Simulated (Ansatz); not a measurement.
Born–Oppenheimer molecular dynamics of F$_{4}$Hf (5 atoms, charge 0, multiplicity 1). It goes on from the last frame of an earlier run, with new velocities.

These are results of RKS PBE0/def2-SVPD (Ansatz 0.2.0), not measurements.

```json
{"ensemble": "NVT, Langevin thermostat", "time step": "1 fs", "steps asked": "150", "set temperature": "100 K", "friction": "0.005 /fs", "temperature schedule": "37 steps to 100 K, then 113 steps to 300 K", "seed": "76156"}
```

First frame:

```xyz
5
Properties=species:S:1:pos:R:3
Hf -0.001 0.005 -0.015
F -0.058 -0.154 1.884
F 1.792 0.119 -0.638
F -0.785 1.617 -0.665
F -0.930 -1.632 -0.439
```

(1) How far do the bonds stretch over the last three quarters of this one trajectory? (Pairs bonded in most of those frames.)

Results:

(1) 
```tsv
bond	mean (Å)	spread (Å)	shortest	longest
Hf1–F2	1.914	0.012	1.89	1.93
Hf1–F3	1.907	0.014	1.88	1.93
Hf1–F4	1.909	0.018	1.88	1.95
Hf1–F5	1.916	0.018	1.88	1.95
```

Mean temperature of the second half: 121 K. The schedule's set-point averaged 234 K over the second half and the system 121 K, so it lags behind the ramp. A run of 0.15 ps of so small a system gives no equilibrium averages.

Time of the run: 7.2 min on 2 threads of Arm Neoverse V2 (shared host), peak memory 0.28 GiB.
